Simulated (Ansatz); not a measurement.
Gas-phase electronic energies from Ansatz, PBE0-D4/def2-TZVP geometries. CCSD(T)/CBS is the MP2 limit (def2-TZVPP, def2-QZVPP) plus CCSD(T) − MP2 in def2-TZVPP, frozen cores. This one scheme is used for every species. DFT in def2-TZVPP. B3LYP here is the variant with VWN-RPA as its local correlation; programs differ in this. Each species was taken in one conformer, which may not be the lowest.

Consider the ligand exchange at a B–O bond: `NB(O[SiH3])O[SiH3]` + CH₃OH → `COB(N)O[SiH3]` + `O[SiH3]`.

```tsv
level	ΔE (kJ/mol)	difference from CCSD(T)/CBS
PBE-D4	0.3	-0.1
ωB97X-V	0.2	-0.2
PBE	-2.7	-3.1
B3LYP	-2.1	-2.5
HF/def2-TZVPP	1.5	1.1
CCSD/def2-TZVPP	-0.4	-0.8
CCSD(T)/def2-TZVPP	-0.9	-1.3
MP2/def2-QZVPP	-1.2	-1.6
HF/CBS(def2)	2.0	1.6
CCSD/CBS(def2)	0.9	0.5
CCSD(T)/CBS	0.4	0
```

Largest T1 diagnostic among the species: 0.012.

The D4 term adds +5.0 kJ/mol with B3LYP and +2.8 kJ/mol with PBE0; it sums over pairs of atoms, weighted by their polarisabilities, and B3LYP, whose exchange is more repulsive, gets the larger term.
